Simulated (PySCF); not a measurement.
**Working with the constants of FeP**

ROHF-CCSD(T) constants of FeP, ⁶Σ⁺ (sextet), unpaired electrons σ ↑, π ↑↑, δ ↑↑ (Fe def2-TZVPP, P def2-TZVPP; no relativity (PySCF 2.14); masses 55.9349 and 30.9738 u):

* ωe: 478.6 cm⁻¹
* ωexe: 1.93 cm⁻¹
* Be: 0.19832 cm⁻¹
* αe: 0.000930 cm⁻¹
* De to Fe (3d6 4s2) + P: 1.51 eV

Question: What force constant and bond length do these constants imply?

Answer: Reduced mass μred = 19.935 u; k = 5.8918×10⁻⁷·μred·ωe² (u, cm⁻¹, mdyn/Å) = 2.69 mdyn/Å; Re = √(16.8576/(μred·Be)) (u, cm⁻¹, Å) = 2.065 Å.

Question: Estimate the centrifugal constant D from the Kratzer relation and find the Dunham coefficient a1.

Answer: D = 4Be³/ωe² = 1.36e-07 cm⁻¹; a1 = −1 − αeωe/(6Be²) = -2.89.

Correlated steps freeze 10 core orbitals. The CCSD T1 diagnostic is raised, a sign that a single reference may not be enough here. With d or f electrons several states lie close, and the lowest PBE0 determinant need not be the measured ground state.
